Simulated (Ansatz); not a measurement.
`OCB(O)O`. The species carries charge 0 and has multiplicity 1. Geometry: relaxed with PBE0-D4/def2-TZVP. It is one conformer, not always the lowest.

```xyz
10

O     0.325   -1.494    0.700
C    -0.122   -0.150    0.851
B    -0.054    0.539   -0.570
O     0.377   -0.168   -1.647
O    -0.429    1.839   -0.701
H     0.294   -1.942    1.547
H     0.504    0.403    1.565
H    -1.150   -0.109    1.237
H     0.600   -1.067   -1.375
H    -0.346    2.149   -1.607
```

Task: What is the dipole moment at B3LYP/def2-TZVPP? (An estimate is asked.)

Result: The calculation gave: 1.38 D, with components (-0.02, -0.71, 1.19) D in this frame, pointing from negative to positive charge.

Task: And with PBE, r2SCAN, ωB97M-V? (Estimate.)

Result: Computed: PBE 1.32 D, r2SCAN 1.35 D, ωB97M-V 1.38 D.

Task: Give the Mulliken charges with B3LYP, ωB97M-V, PBE in def2-TZVPP. (An estimate is asked.)

Result: The calculation gave: 
| atom | B3LYP | ωB97M-V | PBE |
| --- | --- | --- | --- |
| O1 | -0.37 | -0.35 | -0.33 |
| C2 | -0.07 | -0.10 | -0.12 |
| B3 | 0.28 | 0.28 | 0.22 |
| O4 | -0.31 | -0.31 | -0.27 |
| O5 | -0.32 | -0.32 | -0.29 |
| H6 | 0.18 | 0.17 | 0.18 |
| H7 | 0.10 | 0.12 | 0.10 |
| H8 | 0.10 | 0.12 | 0.10 |
| H9 | 0.21 | 0.21 | 0.21 |
| H10 | 0.20 | 0.19 | 0.20 |

B3LYP here is the variant with VWN-RPA as its local correlation; programs differ in this.
